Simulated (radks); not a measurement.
Results of a calculation; reference values are marked as such.
The copper ion Cu4+, 25 electrons, occupied as [Ar] 3d7.

Code: a radial shooting solver on a logarithmic mesh with Libxc functionals. Model: Dirac Kohn-Sham, PBE, spin-unpolarised, spherical densities, point nucleus; open shells are shared between the two j in proportion to 2j + 1.

Energy parts (eV):
part                       energy
total                  -44903.960
kinetic                 45688.923
electron-nucleus      -106497.229
Hartree                 17685.501
exchange-correlation    -1781.155

Orbitals (lengths in bohr, moments of r in powers of bohr):
orbital,occ.,eigenvalue (eV),<r^2>,<r^4>
1s1/2,2,-8919.971,0.003656,0.00003439
2s1/2,2,-1134.515,0.06520,0.007400
2p1/2,2,-1002.665,0.05123,0.005328
2p3/2,4,-982.1820,0.05278,0.005622
3s1/2,2,-183.7530,0.5626,0.5062
3p1/2,2,-142.4445,0.6076,0.6308
3p3/2,4,-139.7173,0.6232,0.6632
3d3/2,2.8,-71.1453,0.8047,1.414
3d5/2,4.2,-70.7859,0.8118,1.438

The highest occupied level is 3d5/2 at -70.786 eV. For comparison, the ionisation energy in NIST's Atomic Spectra Database is 80 eV (semi-empirical). In exact Kohn-Sham theory the highest level is minus the ionisation energy, but local and semilocal functionals leave it too shallow, through self-interaction and a potential that decays too fast; potentials with the right tail come closer. Summed over all electrons, <r^2> = 10.95 bohr^2, which gives a Langevin (diamagnetic) susceptibility term of -8.67 x 10^-6 cm^3/mol. The density falls to 0.001 e/bohr^3 at r = 2.44 bohr.

Beside tabulated values, note that spin-unpolarised runs miss the spin-polarisation part of the exchange energy of open shells.
